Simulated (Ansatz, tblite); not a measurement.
Cost and result up the ladder for Si₂₀AsH₂₈⁻ (49 atoms). Charge -1, multiplicity 1. Geometry: PBE-D4/def2-SVP.

| atom | x (Å) | y (Å) | z (Å) |
| --- | --- | --- | --- |
| As1 | -1.6304 | 0.4822 | 4.2703 |
| Si2 | 1.4356 | -2.2223 | 2.5571 |
| Si3 | 1.6522 | 2.3464 | 3.1469 |
| Si4 | -1.7180 | 3.4332 | 1.6830 |
| Si5 | -1.0406 | -0.2657 | 0.9262 |
| Si6 | -2.8487 | 2.4004 | -1.7677 |
| Si7 | 0.8557 | 2.2818 | -0.7225 |
| Si8 | -2.5085 | -1.2143 | -2.8129 |
| Si9 | 2.7373 | -0.7670 | 1.2251 |
| Si10 | 2.6522 | -4.1487 | -0.2606 |
| Si11 | 1.1330 | -1.2376 | -2.2138 |
| Si12 | -1.0444 | -3.7004 | -0.3146 |
| Si13 | -0.2319 | 1.5465 | -4.3583 |
| Si14 | -0.6460 | 2.5727 | 3.5896 |
| Si15 | 0.7678 | -4.0128 | 1.1597 |
| Si16 | 2.2590 | 1.5243 | 1.0216 |
| Si17 | -1.3497 | 1.8704 | -0.0354 |
| Si18 | -0.9192 | -1.4906 | -1.0971 |
| Si19 | -2.3988 | 1.0036 | -3.6065 |
| Si20 | 1.3484 | 1.0603 | -2.6803 |
| Si21 | 2.9288 | -1.8827 | -0.8476 |
| H22 | -2.3223 | 1.1792 | 5.4794 |
| H23 | -2.8886 | 0.7084 | 3.4104 |
| H24 | 0.4110 | -1.6300 | 3.4806 |
| H25 | 2.4717 | -2.9103 | 3.4406 |
| H26 | 2.3093 | 1.4948 | 4.2138 |
| H27 | 2.2511 | 3.7328 | 3.2932 |
| H28 | -3.1912 | 3.5862 | 1.9980 |
| H29 | -1.1961 | 4.8202 | 1.3679 |
| H30 | -2.5086 | -0.6542 | 1.1709 |
| H31 | -4.2702 | 2.1649 | -1.3055 |
| H32 | -2.7739 | 3.8513 | -2.2002 |
| H33 | 1.1943 | 3.7378 | -0.9721 |
| H34 | -3.9122 | -1.4452 | -2.2960 |
| H35 | -2.3096 | -2.1750 | -3.9683 |
| H36 | 4.1357 | -0.8054 | 1.8223 |
| H37 | 3.8700 | -4.6794 | 0.4628 |
| H38 | 2.4133 | -5.0416 | -1.4562 |
| H39 | 1.1745 | -2.0127 | -3.5151 |
| H40 | -2.3530 | -3.9109 | 0.4148 |
| H41 | -0.9583 | -4.7795 | -1.3748 |
| H42 | -0.1947 | 3.0103 | -4.7431 |
| H43 | 0.1037 | 0.7646 | -5.6104 |
| H44 | -0.7552 | 3.5349 | 4.7573 |
| H45 | 0.6207 | -5.2819 | 1.9736 |
| H46 | 3.6308 | 2.1236 | 0.7483 |
| H47 | -3.3752 | 1.2388 | -4.7433 |
| H48 | 2.7368 | 1.3910 | -3.1903 |
| H49 | 4.2525 | -1.5924 | -1.5208 |

Ansatz on 2 threads of AMD EPYC 7R13 on a shared host and a share (18 GiB) of an NVIDIA H100 80GB HBM3; xTB runs through tblite on one thread. Times are rough, summed over both states, and most runs start from the orbitals of an earlier one. CAM-B3LYP-D4/def2-SVP serves as the yardstick here, not as an exact answer. Differences are given only for rows in sets of like size (and for xTB, whose basis is part of the method), since another set adds its own error. The other state is a triplet at its own geometry.

The 6-31G sets use Cartesian d functions. The xTB rows come from tblite. B3LYP takes the VWN-RPA correlation. HSE06 is defined as in plane-wave codes, on full-range PBE exchange. Single mean-field runs in def2-SVP are fitted with def2-universal-jkfit.

xTB has no spin-polarisation term.

```json
{"level": "GFN1-xTB", "functions": "245", "wall time": "0.97 s"}
{"level": "GFN2-xTB", "functions": "217", "wall time": "1.2 s"}
{"level": "PBE-D4/def2-SVP (with forces)", "functions": "532", "wall time": "11 s"}
{"level": "PBE0-D4/def2-SVP", "functions": "532", "wall time": "11 s"}
{"level": "HF/6-31G", "functions": "345", "wall time": "13 s"}
{"level": "BLYP-D4/def2-SVP", "functions": "532", "wall time": "15 s"}
{"level": "B3LYP-D4/6-31G", "functions": "345", "wall time": "16 s"}
{"level": "r2SCAN-D4/def2-SVP", "functions": "532", "wall time": "17 s"}
{"level": "CAM-B3LYP-D4/def2-SVP", "functions": "532", "wall time": "21 s"}
{"level": "HSE06-D4/def2-SVP (with forces)", "functions": "532", "wall time": "23 s"}
```

Question: Estimate what each level gives for the triplet − singlet (eV).

Answer: 
```
                          level  triplet − singlet (eV)  difference from CAM-B3LYP-D4/def2-SVP (eV)                    remarks
                       GFN1-xTB                    1.78                                       -0.62                          –
                       GFN2-xTB                    1.95                                       -0.45                          –
  PBE-D4/def2-SVP (with forces)                    1.87                                       -0.52                          –
               PBE0-D4/def2-SVP                    2.10                                       -0.30                          –
                       HF/6-31G                    2.48                                           –                          –
               BLYP-D4/def2-SVP                    1.98                                       -0.41  HOMO above zero (triplet)
                 B3LYP-D4/6-31G                    2.12                                           –                          –
             r2SCAN-D4/def2-SVP                    1.90                                       -0.50                          –
          CAM-B3LYP-D4/def2-SVP                    2.40                                        0.00                          –
HSE06-D4/def2-SVP (with forces)                    2.07                                       -0.33                          –
```
